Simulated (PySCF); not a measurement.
Broadened absorption spectrum of [C5H8F5O]+

Compound: C5H8F5O (charge +1).
SMILES: `C[O+](CC(F)F)CC(F)(F)F`

Theory: TDDFT wB97X-D/def2-SVPD, vertical, gas phase, core orbitals frozen in the response in PySCF 2.14.0, density-fitted response routines. Isolated species at its PBE0-D3(BJ)/def2-SVP geometry (one conformer only). Torsions of this conformer, `[CH3:1][O+:2]([CH2:3][CH:4]([F:5])[F:6])[CH2:7][C:8]([F:9])([F:10])[F:11]`: C1–O2–C3–C4 -96°, O2–C3–C4–F5 58°, C1–O2–C7–C8 -80°, O2–C7–C8–F9 -60°.

Each state is given a Gaussian of 0.3 eV full width at half maximum, with ε(max) = 2.175×10⁸ f / Δν̃ (Δν̃ the width in cm⁻¹). The cross-section is σ = 3.8235×10⁻²¹ ε cm², given in Mb (10⁻¹⁸ cm²). The width is an assumption, not a result. The curve ends short of the highest state used, and states not computed would add to its high-energy end.

(E (eV), σ (Mb)): (7.87, 0.00), (7.94, 0.01), (8.01, 0.03), (8.08, 0.10), (8.15, 0.25), (8.22, 0.44), (8.29, 0.57), (8.37, 0.54), (8.44, 0.37), (8.51, 0.19), (8.58, 0.07), (8.65, 0.02), (8.72, 0.00), (8.79, 0.00), (8.86, 0.00), (8.94, 0.00), (9.01, 0.00), (9.08, 0.03), (9.15, 0.11), (9.22, 0.35), (9.29, 0.82), (9.36, 1.43), (9.43, 1.84), (9.51, 1.70), (9.58, 1.15), (9.65, 0.57), (9.72, 0.21), (9.79, 0.06), (9.86, 0.02), (9.93, 0.06), (10.00, 0.27), (10.08, 1.22), (10.15, 3.45), (10.22, 7.72), (10.29, 13.69), (10.36, 19.31)

Question: Locate the maxima and give the states behind the curve.

Answer: 149 nm (8.32 eV), ε about 150, made up of S1 (100%); 131 nm (9.45 eV), ε about 490, made up of S2 (100%) (ε in L mol⁻¹ cm⁻¹; maxima over ε = 5, shares over 10%). At its high-energy end, 10.36 eV, the curve is still rising (ε about 5100, from S4 and S5). The states used: S1 8.32 eV (f 0.0017); S2 9.45 eV (f 0.0055); S3 10.27 eV (f 0.0030); S4 10.36 eV (f 0.025); S5 10.46 eV (f 0.037); S6 10.53 eV (f 0.0030); S7 10.63 eV (f 0.0070); S8 10.78 eV (f 0.0009); S9 10.93 eV (f 0.017); S10 10.96 eV (f 0.049).

Question: What would ε be at 9.45 eV, the highest of these maxima, with half the width (0.15 eV)?

Answer: About 980 L mol⁻¹ cm⁻¹ against 491, a factor of about 2.00; a lone state at its own centre would give exactly 2.

Question: Coming from long wavelengths, where does ε first pass 100 L mol⁻¹ cm⁻¹?

Answer: At about 151 nm (8.20 eV), 0.12 eV below S1.
